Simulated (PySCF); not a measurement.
**Correlation energy of I(38+) (iodine, charge +38)**

[Ne] 3s2 3p3, high-spin 4S determinant. All numbers are calculated (PySCF 2.14, the spin-free X2C one-electron Hamiltonian (Gaussian nucleus), in an uncontracted even-tempered set (18 s from 6.9 bohr⁻², ratio 2.5; 12 p from 9 bohr⁻², ratio 2.5; 4 d from 37 bohr⁻², ratio 2.7; 4 f from 55 bohr⁻², ratio 2.7)). Frozen: 1s2; 13 electrons correlated; the 21 highest virtual orbitals of each spin left out.

```csv
level,correlation energy (mhartree)
CCSD,-529.30
(T),-0.88
CCSD(T),-530.18
```

Diagnostics: T1 = 0.00028, D1 = 0.0009, largest double amplitude 0.022.

Spin-orbit coupling is strong in this species (close to jj coupling), so the high-spin LS determinant is a model state, not a physical level.

Cost of the coupled-cluster step: of the order of 40 core-seconds, for 13 correlated electrons.

At this charge the one-electron X2C treatment keeps the bare 1/r₁₂, with no two-electron picture change or Breit term. The effect here is smaller than on the frozen 1s shell; and a scalar Hamiltonian misses the large spin-orbit splitting of the p shells, which matters for ns² → np² pairs.

Spin-orbit coupling is strong in this species, so the high-spin LS determinant is a model state.
